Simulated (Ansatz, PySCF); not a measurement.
Complex: CH5N (SMILES CN) (first 7 atoms) with CH2O2 (SMILES O=CO); geometry from B3LYP-D3(BJ)/def2-TZVP, rigid monomers moved along the line of their centres of mass till N2···H12 is 2.30 Å.
(charge 0, multiplicity 1):
| atom | x (Å) | y (Å) | z (Å) |
|---|---|---|---|
| C | -0.2824 | 0.2170 | 0.0966 |
| N | 0.8015 | -0.5139 | 0.7701 |
| H | 0.0400 | 1.2408 | -0.0934 |
| H | -1.1417 | 0.2460 | 0.7650 |
| H | -0.5908 | -0.2333 | -0.8514 |
| H | 1.6234 | -0.5802 | 0.1808 |
| H | 0.5002 | -1.4576 | 0.9896 |
| O | -1.0525 | -0.7941 | 3.9913 |
| C | -0.2523 | -0.0560 | 4.5169 |
| O | 0.8207 | 0.4600 | 3.9450 |
| H | -0.3389 | 0.2743 | 5.5630 |
| H | 0.8759 | 0.1246 | 2.9809 |

Interaction energies are E(AB) − E(A) − E(B) at the monomers' geometry in the complex; basis-set methods are counterpoise corrected.

Correlated levels freeze the cores.

The values were computed with Ansatz (Gaussian orbitals); PySCF for the dispersion terms. 

PBE/def2-TZVPPD gives -9.03 kcal/mol for the interaction energy.

Question: Where do these levels fall relative to PBE: PBE-D3(BJ)/def2-TZVPPD, r2SCAN/def2-TZVPPD, B3LYP/def2-TZVPPD, wB97M-V/def2-TZVPPD, MP2/aug-cc-pVDZ, CCSD(T)/aug-cc-pVDZ.

Answer: PBE-D3(BJ)/def2-TZVPPD -0.95; r2SCAN/def2-TZVPPD -0.27; B3LYP/def2-TZVPPD 0.75; wB97M-V/def2-TZVPPD -0.36; MP2/aug-cc-pVDZ 0.05; CCSD(T)/aug-cc-pVDZ 0.16 kcal/mol. 3 of 6 lie above PBE; the widest gap is to PBE-D3(BJ)/def2-TZVPPD.

Ansatz is a quantum-chemistry and plane-wave program.
